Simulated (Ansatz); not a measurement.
Cost and result for the atomization energy of C2H6S2Si (`[SiH3]S/C=C/S`) (11 atoms, 10 bonds).

```xyz
11

Si    0.564    0.651    2.175
S     0.439   -1.139    1.015
C     0.362   -0.396   -0.579
C    -0.587   -0.716   -1.456
S    -0.522   -0.192   -3.122
H     0.837    0.221    3.568
H     1.674    1.498    1.665
H    -0.699    1.429    2.116
H     1.170    0.279   -0.848
H    -1.395   -1.385   -1.179
H    -1.843   -0.249   -3.352
```

Charge 0, multiplicity 1. All single points use the PBE0-D4/def2-TZVP geometry. It is one conformer, not always the lowest. Program: Ansatz. All runs use 4 threads of an Arm Neoverse V2 on a shared host. Times are those of one run each, without the atoms' runs, and a repeat can differ threefold. Electronic energies, without spin–orbit coupling; frozen cores. CCSD(T)/CBS adds CCSD(T) − MP2 in def2-TZVPP to the MP2 limit, and its time is that of the two runs behind it. T1 = 0.012; the RHF reference is unstable towards UHF. B3LYP takes the VWN-RPA correlation (the form of Gaussian; ORCA's B3LYP/G).

CCSD(T)/CBS is a level of theory with its own doubt, some kJ/mol a heavy atom from the limit and from the frozen cores, so smaller differences don't rank the functionals.

| level | functions | wall time | atomization (kcal/mol) | difference from CCSD(T)/CBS | per bond |
| --- | --- | --- | --- | --- | --- |
| PBE-D4/def2-TZVPP (with forces) | 272 | 2.7 s | 924.6 | 18.7 | 1.9 |
| PBE0-D4/def2-TZVPP | 272 | 3.5 s | 910.1 | 4.2 | 0.4 |
| r2SCAN-D4/def2-TZVPP (with forces) | 272 | 5.5 s | 911.3 | 5.4 | 0.5 |
| B3LYP-D4/def2-TZVPP (with forces) | 272 | 5.5 s | 905.2 | -0.7 | -0.1 |
| B2PLYP/def2-TZVPP | 272 | 6 s | 893.0 | -12.9 | -1.3 |
| ωB97X-V/def2-TZVPP | 272 | 8.5 s | 911.3 | 5.4 | 0.5 |
| ωB97M-V/def2-TZVPP (with forces) | 272 | 12 s | 911.0 | 5.1 | 0.5 |
| MP2/def2-QZVPP | 504 | 28 s | 906.6 | 0.7 | 0.1 |
| CCSD(T)/def2-TZVPP | 272 | 2.6 min | 879.6 | -26.3 | -2.6 |
| CCSD(T)/CBS(def2) | – | 3.1 min | 905.9 | 0.0 | 0.0 |

In def2-TZVPP, CCSD(T) changes the Hartree–Fock value by +226.6 kcal/mol (the triples alone add +16.0 kcal/mol) and MP2 by +238.1 kcal/mol; breaking electron pairs costs correlation energy, which Hartree–Fock lacks. The D4 term adds +11.1 kcal/mol with B3LYP and +5.8 kcal/mol with PBE0; it sums over pairs of atoms, weighted by their polarisabilities, and B3LYP, whose exchange is more repulsive, gets the larger term. From PBE to PBE0 (25 % exact exchange), in def2-TZVPP and without D4, the atomization energy moves by −13.6 kcal/mol: exact exchange takes away binding that semilocal exchange gives to molecules.
